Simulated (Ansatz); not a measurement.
Diatomic RuN, multiplicity 6 (lowest of 2S+1 = 2, 4, 6, 8 at CCSD(T)/def2-TZVPP on PBE0 minima; our sources give no spin for the ground state, which may be another). No spin–orbit coupling. The T1 diagnostic near the minimum is 0.063, so single-reference values are doubtful.

The constants come from a fifth-degree fit in 1/R (seven points, main isotopes). In def2 and cc sets the state is the lowest found near the PBE0 minimum, followed along R.

Programs: Ansatz (Gaussian orbitals). Values without a source in brackets are computed. In def2 rows elements past Kr take small-core potentials, without spin–orbit coupling.

Energies at SVWN5/def2-TZVPP:

| R (Å) | E (hartree) |
|---|---|
| 1.592433 | -148.90774658 |
| 1.635240 | -148.91428669 |
| 1.674623 | -148.91708294 |
| 1.719143 | -148.91726589 |
| 1.763662 | -148.91495205 |
| 1.815031 | -148.90992578 |
| 1.874961 | -148.90176959 |

Task: With a reduced mass of 12.3113 u, find the minimum, the force constant and the constants.

Result: A fifth-degree polynomial in 1/R puts the minimum at r_e = 1.6993 Å with force constant 611 N/m. Then ω_e = (1/2πc)√(k/μ) = 918 cm⁻¹ and B_e = h/(8π²cμr_e²) = 0.4742 cm⁻¹; the cubic and quartic terms give α_e = 0.0031 and ω_e x_e = 4.7 cm⁻¹.

Ansatz is a program for electronic structure.
